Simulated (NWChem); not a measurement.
C$_{2}$H$_{5}$ClSi; SMILES [SiH3]/C=C\Cl

### Question
Give the equilibrium geometry at PBE0/def2-SVP (NWChem) as a list of bonds and angles, with the point group.

### Answer
point group Cs; any orientation.
Bond lengths (Å): Si1–C2 1.878, Si1–H5 1.494, Si1–H6 1.494, Si1–H7 1.494, C2–C3 1.335, C2–H8 1.096, C3–Cl4 1.730, C3–H9 1.094. Angles (°): C2–Si1–H5 110.9, C2–Si1–H6 110.9, C2–Si1–H7 108.2, H5–Si1–H6 108.9, H5–Si1–H7 108.9, H6–Si1–H7 108.9, Si1–C2–C3 124.7, Si1–C2–H8 119.8, C3–C2–H8 115.5, C2–C3–Cl4 123.1, C2–C3–H9 124.5, Cl4–C3–H9 112.4.
